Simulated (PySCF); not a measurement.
PySCF job for CsI, SMILES [I][Cs], PBE-D3(BJ)/def2-TZVPD. Coordinates come from a PBE-D3(BJ)/def2-TZVPD optimisation. The def2 effective core potentials stand for the cores of Cs, I; spin–orbit coupling is left out.

```python
import numpy as np
from pyscf import gto, scf, dft, df
from pyscf.hessian import thermo

mol = gto.M(
    atom='''
    Cs    0.00000000    0.00000000   -1.63943924
    I     0.00000000    0.00000000    1.70130488
    ''',
    basis='def2-TZVPD',
    ecp={'Cs': 'def2-tzvp', 'I': 'def2-tzvp'},
    charge=0,
    spin=0,
    max_memory=1600,
    verbose=3,
)
mf = dft.RKS(mol, xc='pbe').density_fit(auxbasis='def2-universal-jkfit')
mf.disp = 'd3bj'
mf.grids.level = 3
mf.conv_tol = 1e-11
mf.max_cycle = 100
mf.kernel()

# [left out here: the lines that compute and print the analytic Hessian (its translational invariance restored by hand, since the grid's response is missing), thermochemistry and intensities]
```

Program output:

```
converged SCF energy = -317.943708313327

WARN: DFTD3 does not support analytical Hessian, using finite difference


WARN: Mole.unit (angstrom) is changed to Bohr

Mode                                 0
Irrep
Freq [cm^-1]                      114.5019
Reduced mass [au]                 129.7664
Force const [Dyne/A]                1.0024
Char temp [K]                     164.7427
Normal mode                   x     y     z
       0  Cs                 0.00  0.00 -0.06
       1   I                 0.00  0.00  0.06
temperature 298.1500 [K]
pressure 101325.00 [Pa]
Rotational constants [GHz] inf 0.69754 0.69754
Symmetry number 1
Zero-point energy (ZPE) 0.00026 [Eh]   684.873 [J/mol]
                           tot       elec      trans        rot        vib
Entropy [J/mol/K]       275.370      0.000    178.088     83.930     13.352
Cv [J/mol/K]             28.892      0.000     12.472      8.314      8.106
Cp [J/mol/K]             37.207      0.000     20.786      8.314      8.106
Internal energy [J/mol]                      3718.434   2478.956   2541.709
Internal energy [Eh]   -317.94038  -317.94371
Enthalpy [J/mol]                             6197.391   2478.956   2541.709
Enthalpy [Eh]          -317.93944
Gibbs free energy [J/mol]                  -46899.486 -22544.890  -1439.090
Gibbs free energy [Eh] -317.97071
mode   freq/cm-1   IR/(km/mol)
   1      114.50        19.497
max |gradient| / (hartree/bohr): 0.0001669441051632726
APT charges: [ 0.8416 -0.8418]
```

Self-consistency was reached.

Cost: roughly 50 core-seconds.
